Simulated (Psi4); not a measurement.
BF₂, doublet, at a GFN2-xTB geometry.

Input for Psi4:
```
memory 2 GB

molecule {
0 2
  B    -0.00140670    0.56005390    0.03773480
  F     1.10620118   -0.15288980   -0.00904578
  F    -1.10541968   -0.15825125   -0.01191800
}

set basis 6-311g**
set reference uks

energy('pbe')
print_variables()
```

Estimate the nuclear repulsion energy that Psi4 1.11 with PBE/6-311G** returns for this input.

55.5144 Eh

What is the computed <S^2> (PBE/6-311G**)?

0.752

Estimate the total energy that PBE/6-311G** returns for this input.

-224.3984 Eh

These values belong to the state on which the SCF converged, which isn't shown to be the lowest.
